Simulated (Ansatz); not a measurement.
Ideal-gas functions of C₂HFZn (`F[C]1=[CH][Zn]1`) at 298.15 K and 1 bar, from an Ansatz frequency run at PBE0-D4/def2-TZVP.

Molar mass 109.42 g/mol, point group Cs (symmetry number 1), electronic degeneracy 1, moments of inertia 24.82, 171.972, 196.792 u Å². Harmonic wavenumbers (cm⁻¹, unscaled): 249, 286, 515, 576, 869, 947, 1131, 1446, 3118.

Use S(trans) = R[1.5 ln M + 2.5 ln T − 1.1517]; rotational temperatures θ = 24.2544 K / I; S(rot) = R[ln(√π/σ · √(T³/θAθBθC)) + 1.5]; for each mode x = 1.438777 ν̃/T, S = R[x/(eˣ − 1) − ln(1 − e⁻ˣ)] and H = RT x/(eˣ − 1); 1 cm⁻¹ = 0.0119627 kJ/mol; R = 8.31446 J/(mol·K).

**Question.** By hand: the entropy, in J/(mol·K).

**Answer.** Translation 167.4. Rotation: θ = 0.9772, 0.141, 0.1232 K, giving 105.2. Vibration, mode by mode: 7.27, 6.27, 2.60, 2.06, 0.66, 0.48, 0.23, 0.06, 0.00, in all 19.6. Electronic 0.0. Sum 292.2 J/(mol·K).

**Question.** By hand: H − E and G − E in kJ/mol, counted from the electronic energy.

**Answer.** Zero-point energy ½ × 9137 × 0.0119627 = 54.7; thermal vibration 3.8; translation, rotation and pV give 4 RT = 9.9. H − E = 68.4 kJ/mol, and G − E = 68.4 − 298.15 × 292.2/1000 = -18.7 kJ/mol.

Vibration gives 7 % of the entropy.
